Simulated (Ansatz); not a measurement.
## Scan of the W2–F5 bond length

WO2F2 (SMILES [O]=[W](=[O])([F])[F]), closed shell, at its PBE0-D4/def2-TZVP minimum:

O1  (-0.737, -0.522, 1.425)
W2  (0.011, -0.016, -0.007)
O3  (1.519, -0.783, -0.066)
F4  (-1.007, -0.566, -1.450)
F5  (0.264, 1.815, 0.057)
(Å)

The bond length W2–F5 (1.849 Å at the minimum) is set to the values below, the two halves moving rigidly along the bond. Each method's energies count from its own value at the PBE0-D4 minimum structure. Ansatz 0.2.0; basis: def2-TZVPP; cores frozen in the correlated methods. Core potentials replace the inner electrons of the atoms past krypton.

CCSD(T) energies along the scan:
```
bond length (Å)  CCSD(T) (kcal/mol)
          1.664               19.30
          1.702               11.62
          1.756                4.49
          1.819                0.56
          1.890                0.33
          1.966                3.52
          2.046                9.44
          2.131               17.51
          2.219               26.95
```
They count from the CCSD(T) energy at the PBE0-D4 minimum.

Minimum and curvature along this coordinate at CCSD(T): A fifth-order fit through the nearest points gives 1.858 Å, with a curvature of about 31 eV/Å².

Q: Treat the two halves as rigid bodies and work out the harmonic wavenumber of this stretch from that curvature (ν̃ = 521.5 √(k/μ) cm⁻¹ with k in eV/Å² and μ in u).

A: The halves weigh 234.84 and 19.00 u, so μ = 234.84 × 19.00/253.84 = 17.578 u and ν̃ = 521.5 √(31/17.578) ≈ 690 cm⁻¹. A true normal mode mixes in other motions, so this is a guide only.

Largest difference from the CCSD(T) curve over the scan: r2SCAN-D4 0.91; HF 6.55; MP2 2.29 kcal/mol. Each curve counts from its own value at the minimum.

The T1 diagnostic stays at or below 0.025.

For scale, one of the runs: CCSD(T)/def2-TZVPP, 180 basis functions (an equivalent command: `ansatz run in.yaml --threads 4`). The run took 27 s on 4 CPU threads (shared host), with 1.6 GiB of host memory at its peak.
